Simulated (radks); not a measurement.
Fe18+, 8 electrons, occupied as [He] 2s2 2p4. All-electron calculation, scalar-relativistic Kohn-Sham, r2SCAN, spin-polarised, spherical densities, finite nucleus; open shells are filled with parallel spins first; meta-GGA in the generalised Kohn-Sham scheme; Fermi nuclear charge, rms radius 3.7377 fm. Program: a radial shooting solver on a logarithmic mesh with Libxc functionals.

Unscreened Slater integrals over Kohn-Sham orbitals (cm^-1). They are taken over the spin-up orbitals. Empty in this configuration: 3s.

\begin{tabular}{lr}
integral & value \\ \hline
F0(2p,2p) & 903140 \\
F2(2p,2p) & 430060 \\
F0(2p,2s) & 827810 \\
G1(2p,2s) & 472750 \\
F0(2p,1s) & 1228600 \\
G1(2p,1s) & 219790 \\
F0(2p,3s) & 412150 \\
G1(2p,3s) & 42485 \\
F0(2s,2s) & 779890 \\
F0(2s,1s) & 1094000 \\
G0(2s,1s) & 105050 \\
F0(2s,3s) & 403200 \\
G0(2s,3s) & 33626 \\
F0(1s,1s) & 3537600 \\
F0(1s,3s) & 470000 \\
G0(1s,3s) & 23263 \\
F0(3s,3s) & 314250 \\
\end{tabular}

Derived for the open shells (J is the average intra-shell exchange parameter used in DFT+U). 2p: J = F2/5 = 86010 cm^-1; in LS coupling 1D lies 6 F2/25 = 103200 cm^-1 above 3P.
